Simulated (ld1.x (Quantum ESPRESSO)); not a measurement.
u(r) = r·R(r): atom against pseudo-atom (Sm (Z = 62))

Columns: radius, all-electron u(r) and pseudo u(r) of the 5s shell (level -56.65 eV) of samarium in the configuration [Kr] 4d10 4f6 5s2 5p6 5d0 6s0 6p0; PBE, scalar-relativistic, PAW scheme, ld1.x (Quantum ESPRESSO) 7.5.

```csv
r (bohr),all-electron,pseudo
0.158,0.3017,0.2220
0.315,-0.1404,0.4300
0.473,-0.5306,0.6152
0.630,-0.1879,0.7657
0.788,0.3382,0.8768
0.945,0.7318,0.9436
1.102,0.9397,0.9670
1.260,0.9979,0.9497
1.418,0.9582,0.8978
1.575,0.8654,0.8198
1.732,0.7505,0.7247
1.890,0.6315,0.6208
2.047,0.5208,0.5181
2.205,0.4220,0.4220
2.362,0.3381,0.3383
2.520,0.2678,0.2678
2.678,0.2105,0.2105
2.835,0.1647,0.1647
2.992,0.1281,0.1281
3.150,0.0990,0.0990
3.308,0.0763,0.0763
3.465,0.0587,0.0587
3.622,0.0449,0.0449
3.780,0.0343,0.0343
3.938,0.0260,0.0260
4.095,0.0198,0.0198
```

Q: How many radial nodes do the two functions have?

A: The all-electron 5s function has n − l − 1 = 4 (the table is too coarse to show those close to the nucleus); the pseudo-wave has 0, since the states of the same l below it are removed with the core.

Q: At about which radius was the pseudo-wave matched?

A: 2.60 bohr. The columns agree to 0.0005 from 2.21 bohr on; several derivatives are matched, so the curves merge somewhat inside the radius.

Q: Where does each function peak?

A: Outermost all-electron maximum near 1.26 bohr, pseudo maximum near 1.10 bohr (to the table’s step).

Q: Is the pseudo-wave norm-conserving?

A: No, it belongs to a PAW set: the norm inside the radius is not constrained, and the difference is carried by the augmentation charge.
